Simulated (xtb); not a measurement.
xtb input (GFN2-xTB):

```bash
xtb mol.xyz --gfn 2 --ohess tight --chrg 0 --uhf 0
```
mol.xyz:
```
12

C      2.27371431     0.78366900     0.28161083
O      1.65513080    -0.29855175    -0.29521130
Ga    -0.06258647    -0.54791445    -0.24763982
O     -1.00183171     0.79872183     0.50033862
C     -2.40483921     0.82076449     0.57142902
H      2.87495503     1.28512778    -0.48770836
H      2.97629303     0.48290810     1.02055493
H      1.55724639     1.52433652     0.66323984
H     -0.75412902    -1.87605627    -0.90511350
H     -2.78541061     1.74563062     0.03542379
H     -2.68460073     0.91694308     1.66220061
H     -2.93570386    -0.05831424     0.21258352
```

Output:

```
           -------------------------------------------------
          |                Calculation Setup                |
           -------------------------------------------------

           -------------------------------------------------
          |                 G F N 2 - x T B                 |
           -------------------------------------------------

        Reference                      10.1021/acs.jctc.8b01176
      * Hamiltonian:
        H0-scaling (s, p, d)           1.850000    2.230000    2.230000
        zeta-weighting                 0.500000
      * Dispersion:
        s8                             2.700000
        a1                             0.520000
        a2                             5.000000
        s9                             5.000000
      * Repulsion:
        kExp                           1.500000    1.000000
        rExp                           1.000000
      * Coulomb:
        alpha                          2.000000
        third order                    shell-resolved
        anisotropic                    true
        a3                             3.000000
        a5                             4.000000
        cn-shift                       1.200000
        cn-exp                         4.000000
        max-rad                        5.000000

          ...................................................
          :                      SETUP                      :
          :.................................................:
          :  # basis functions                  33          :
          :  # atomic orbitals                  32          :
          :  # shells                           18          :
          :  # electrons                        30          :
          :  max. iterations                   250          :
          :  Hamiltonian                  GFN2-xTB          :
          :  restarted?                      false          :
          :  GBSA solvation                  false          :
          :  PC potential                    false          :
          :  electronic temp.          300.0000000     K    :
          :  accuracy                    1.0000000          :
          :  -> integral cutoff          0.2500000E+02      :
          :  -> integral neglect         0.1000000E-07      :
          :  -> SCF convergence          0.1000000E-05 Eh   :
          :  -> wf. convergence          0.1000000E-03 e    :
          :  Broyden damping             0.4000000          :
          :  net charge                          0          :
          :  unpaired electrons                  0          :
          ...................................................

 iter      E             dE          RMSdq      gap      omega  full diag
   1    -17.2639338 -0.172639E+02  0.103E+01    4.16       0.0  T
   2    -17.3234699 -0.595360E-01  0.510E+00    4.04       1.0  T
   3    -17.3242017 -0.731806E-03  0.205E+00    4.00       1.0  T
   4    -17.3245436 -0.341975E-03  0.761E-01    4.02       1.0  T
   5    -17.3245388  0.480198E-05  0.292E-01    4.05       1.0  T
   6    -17.3245590 -0.201780E-04  0.390E-02    4.05       1.0  T
[...]

   Z      Z             #   av. dist./Å        max./Å        min./Å
   1 H    6 C           6     1.0926021     1.0932011     1.0915781
   6 C    8 O           2     1.4147652     1.4153527     1.4141777
   1 H   31 Ga          1     1.5120735     1.5120735     1.5120735
   8 O   31 Ga          2     1.7309095     1.7381963     1.7236226

           -------------------------------------------------
          |               Frequency Printout                |
           -------------------------------------------------
 projected vibrational frequencies (cm⁻¹)
eigval :       -0.00    -0.00    -0.00    -0.00     0.00     0.00
eigval :       57.52    63.29    76.19   121.32   134.92   169.18
eigval :      221.26   329.76   414.25   471.29   528.32  1067.02
eigval :     1080.57  1125.93  1127.27  1128.28  1130.22  1402.82
eigval :     1406.81  1470.81  1473.42  1473.89  1475.77  1849.41
eigval :     2940.67  2944.10  2950.67  2951.72  2951.99  2960.66
 reduced masses (amu)
   1: 33.24   2: 16.29   3: 44.95   4: 28.27   5: 40.40   6: 16.76   7: 18.20   8:  2.07
   9:  2.14  10: 12.26  11: 12.74  12: 18.85  13: 23.11  14:  4.95  15: 22.26  16: 33.17
  17:  3.06  18: 14.18  19: 14.01  20:  3.74  21:  3.50  22:  3.57  23:  3.54  24:  2.30
  25:  2.29  26:  1.59  27:  1.56  28:  1.59  29:  1.57  30:  1.98  31:  1.97  32:  1.97
  33:  1.97  34:  1.19  35:  1.97  36:  1.19
 IR intensities (km·mol⁻¹)
   1:  0.06   2:  0.11   3:  0.06   4:  0.09   5:  0.01   6:  0.04   7:  1.22   8:  0.04
   9:  0.11  10:  8.89  11:  7.39  12: 26.92  13: 43.47  14: 30.50  15: 20.09  16: 53.31
  17: 76.71  18:225.04  19: 64.99  20:  8.74  21:  0.06  22:  8.56  23:  0.15  24:  0.87
  25:  1.51  26:  6.62  27:  5.53  28:  3.22  29:  2.77  30:188.45  31: 31.98  32: 34.23
  33: 33.34  34: 23.17  35: 35.89  36: 34.02
 Raman intensities (Ä⁴*amu⁻¹)
   1:  0.00   2:  0.00   3:  0.00   4:  0.00   5:  0.00   6:  0.00   7:  0.00   8:  0.00
   9:  0.00  10:  0.00  11:  0.00  12:  0.00  13:  0.00  14:  0.00  15:  0.00  16:  0.00
  17:  0.00  18:  0.00  19:  0.00  20:  0.00  21:  0.00  22:  0.00  23:  0.00  24:  0.00
  25:  0.00  26:  0.00  27:  0.00  28:  0.00  29:  0.00  30:  0.00  31:  0.00  32:  0.00
  33:  0.00  34:  0.00  35:  0.00  36:  0.00
 output can be read by thermo (or use thermo option).
 writing <g98.out> molden fake output.
 recommended (thermochemical) frequency scaling factor: 1.0
           -------------------------------------------------
Molecule has the following symmetry elements: (sigma)
It seems to be the Cs point group
          |             Thermodynamic Functions             |
           -------------------------------------------------

cs  symmetry found (for desy threshold:  0.10E+00) used in thermo

          ...................................................
          :                      SETUP                      :
          :.................................................:
          :  # frequencies                          30      :
          :  # imaginary freq.                       0      :
          :  linear?                             false      :
          :  only rotor calc.                    false      :
          :  symmetry                               cs      :
          :  rotational number                       1      :
          :  scaling factor                  1.0000000      :
          :  rotor cutoff                   50.0000000 cm⁻¹ :
          :  imag. cutoff                  -20.0000000 cm⁻¹ :
          :.................................................:

    mode    ω/cm⁻¹     T·S(HO)/kcal·mol⁻¹    T·S(FR)/kcal·mol⁻¹   T·S(vib)
   ------------------------------------------------------------------------
       1     57.52    -1.35377 ( 63.65%)    -1.01468 ( 36.35%)    -1.23052
       2     63.29    -1.29748 ( 71.97%)    -0.98638 ( 28.03%)    -1.21028
       3     76.19    -1.18866 ( 84.35%)    -0.93151 ( 15.65%)    -1.14842
       4    121.32    -0.91809 ( 97.20%)    -0.79379 (  2.80%)    -0.91460
       5    134.92    -0.85709 ( 98.15%)    -0.76233 (  1.85%)    -0.85534
       6    169.18    -0.72886 ( 99.24%)    -0.69533 (  0.76%)    -0.72861
       7    221.26    -0.58102 ( 99.74%)    -0.61585 (  0.26%)    -0.58112
   ------------------------------------------------------------------------

   temp. (K)  partition function   enthalpy   heat capacity  entropy
                                   cal/mol     cal/K/mol   cal/K/mol   J/K/mol
 298.15  VIB  0.119E+04             3905.505     20.366     26.319
         ROT  0.199E+06              888.752      2.981     27.226
         INT  0.237E+09             4794.257     23.346     53.544
         TR   0.148E+28             1481.254      4.968     40.545
         TOT                        6275.5113    28.3146    94.0893   393.6697

       T/K    H(0)-H(T)+PV         H(T)/Eh          T*S/Eh         G(T)/Eh
   ------------------------------------------------------------------------
    298.15    0.100007E-01    0.954304E-01    0.447049E-01    0.507255E-01
   ------------------------------------------------------------------------

         :::::::::::::::::::::::::::::::::::::::::::::::::::::
         ::                  THERMODYNAMIC                  ::
         :::::::::::::::::::::::::::::::::::::::::::::::::::::
         :: total free energy         -17.164533610800 Eh   ::
         ::.................................................::
         :: total energy              -17.215259149776 Eh   ::
         :: zero point energy           0.085429750480 Eh   ::
         :: G(RRHO) w/o ZPVE           -0.034704211504 Eh   ::
         :: G(RRHO) contrib.            0.050725538975 Eh   ::
         :::::::::::::::::::::::::::::::::::::::::::::::::::::

optimized geometry written to: xtbopt.xyz

           -------------------------------------------------
          | TOTAL ENERGY              -17.215259149776 Eh   |
          | TOTAL ENTHALPY            -17.119828735513 Eh   |
          | TOTAL FREE ENERGY         -17.164533610800 Eh   |
          | GRADIENT NORM               0.000342046661 Eh/α |
          | HOMO-LUMO GAP               4.377544736253 eV   |
           -------------------------------------------------

------------------------------------------------------------------------
------------------------------------------------------------------------
 total:
 SCF:
Note: The following floating-point exceptions are signalling: IEEE_UNDERFLOW_FLAG IEEE_DENORMAL
normal termination of xtb
 ANC optimizer:
 analytical hessian:
```
